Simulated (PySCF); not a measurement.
I³⁴⁺ (iodine, charge +34): UHF calculation

Configuration: [Ar] 3d1, 2D determinant. Computed with PySCF 2.14 in an even-tempered Gaussian basis (18 s from 5.3 bohr⁻², ratio 2.5; 12 p from 6.9 bohr⁻², ratio 2.5; 8 d from 6.9 bohr⁻², ratio 2.5; 4 f from 24 bohr⁻², ratio 2.7; 3 g from 36 bohr⁻², ratio 2.7), with scalar relativity by spin-free X2C-1e.

| Quantity | Value |
| --- | --- |
| Total energy | -6242.131414 hartree |
| One-electron energy | -7180.8341 hartree |
| Hartree (Coulomb) energy | 1060.9602 hartree |
| Exchange energy | -122.2576 hartree |
| ⟨S²⟩ | 0.7503 |
| ⟨L²⟩ | 6.002 |
| Sum of ⟨r⟩ | 3.413 bohr |
| Sum of ⟨r²⟩ | 0.9241 bohr² |
| Traceless quadrupole moment −½Σ⟨3z² − r²⟩ along its main axis | 0.0194 e·bohr² |

| shell | electrons | mean orbital energy (hartree) | spread (hartree) | rms radius, mean of both spins (bohr) |
| --- | --- | --- | --- | --- |
| 1s α | 1 | -1290.11053 | 0 | 0.0311 |
| 1s β | 1 | -1290.10613 | 0 | 0.0311 |
| 2s α | 1 | -256.36462 | 0 | 0.125 |
| 2s β | 1 | -256.12933 | 0 | 0.125 |
| 2p α | 3 | -236.82052 | 0.05272 | 0.111 |
| 2p β | 3 | -236.58931 | 0.22773 | 0.111 |
| 3s α | 1 | -93.91964 | 0 | 0.308 |
| 3s β | 1 | -93.66160 | 0 | 0.308 |
| 3p α | 3 | -87.33102 | 0.12843 | 0.304 |
| 3p β | 3 | -87.00061 | 0.28734 | 0.304 |
| 3d α | 1 | -79.91248 | 0 | 0.270 |

Spin-orbit coupling, absent here, splits the open shell strongly.

Densities and radii are taken from the X2C orbitals without a picture-change correction, which distorts them close to the nucleus.

Spin-orbit constants ζ (cm⁻¹) from the X2C one-electron operator on these orbitals: bare nucleus, nucleus screened by l(l+1)(2l+1)/3 electrons, and screened by the Breit-Pauli mean field of the electrons.

```tsv
shell	bare	screened nucleus	mean field
2p	1615000	1554000	1528000
3p	373200	359100	353400
3d	61180	49640	49300
```

To first order the Landé constant is A = 49300 cm⁻¹, so the lowest level has J = 3/2 and lies 9.17 eV below the centre of the term. First order in ζ underestimates the shift of the j = l − 1/2 level at high Z.
